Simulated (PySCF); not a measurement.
## Structure from NMR data

Molecular formula: C5H4NOP. Simulated spectra:

1H NMR (400 MHz, computed): δ 7.12 (m, 1H), 2.66 (s, 3H).

13C{1H} NMR (computed): δ 169.6 (C), 169.6 (C), 132.0 (CH), 118.8 (C), 19.1 (CH3).

Theoretical values (PySCF): coordinates at the GFN2-xTB level, shielding tensors at PBE0/pcSseg-1 (GIAO). A single conformation, in vacuum, one averaged value for each set of equivalent atoms, non-relativistic.

Shifts are taken against calculated references (same method and geometry level): 1H (σref 31.72), 13C (σref 186.93) against TMS.

What is the structure?

## Answers


5 carbon signals for 5 carbons: no two carbons are equivalent. Carbon types of the structure: 3 × C, 1 × CH, 1 × CH3, which accounts for all hydrogens. δC 169.6, 169.6: substituted aromatic carbon next to the ring oxygen. δC 132.0: aromatic CH; the aromatic region. δC 118.8: nitrile carbon; C≡N carbons fall here, among the sp2 signals but without a proton. δC 19.1: methyl carbon on an aromatic ring; a saturated carbon with 1 carbon neighbour and no heteroatom attached. δH 7.12: hydrogen on an aromatic CH; ring-current deshielding. δH 2.66: hydrogen on a methyl carbon on an aromatic ring; benzylic-type position, deshielded by the ring.

The compound is `InChI=1S/C5H4NOP/c1-4-3-8-5(2-6)7-4/h3H,1H3`.

The shifts were computed for this structure.

Splittings by 31P in the carbon and heteronuclear signals aren't shown, as no couplings were computed. Shifts are as computed. Against solution values, carbons near 30 ppm lie about +3 ppm off and those near 130 ppm about +5 ppm. Of 1211 compounds with measured shifts, 218 miss one by over three times the rms of a fit or turn the order of signals round; such compounds aren't used in these exercises. No couplings were computed; multiplicities are counted from neighbouring protons, with m where these are inequivalent, close in shift, in a saturated or five-membered ring or joined by F or P, and br s for small geminal =CH2 splittings.
